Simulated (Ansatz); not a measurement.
ClFH2N2W (`[NH]=[W](=[NH])([F])[Cl]`) at its PBE0-D4/def2-TZVP geometry, where that method's forces vanish. The species carries charge 0 and has multiplicity 1. W takes the def2 core potential.

```xyz
7

N     0.7674    1.0450   -0.7727
W    -0.4866    0.1325    0.0123
N     0.2098   -1.1618    0.9404
F    -1.3936    1.2702    1.1826
Cl   -1.7757   -0.8055   -1.6157
H     1.7177    1.2568   -1.0355
H     0.9611   -1.7373    1.2886
```

(1) What forces (eV/Å) does PBE-D4/def2-TZVPP give on these atoms in the Gaussian-basis code of Ansatz? (Estimate.)

Results:

(1) The calculation gave: 
```
N1   0.350  0.440 -0.346
W2  -0.738  0.022 -0.213
N3   0.108 -0.517  0.396
F4  -0.195  0.285  0.304
Cl5 -0.130 -0.110 -0.183
H6   0.335  0.066 -0.078
H7   0.271 -0.187  0.119
```
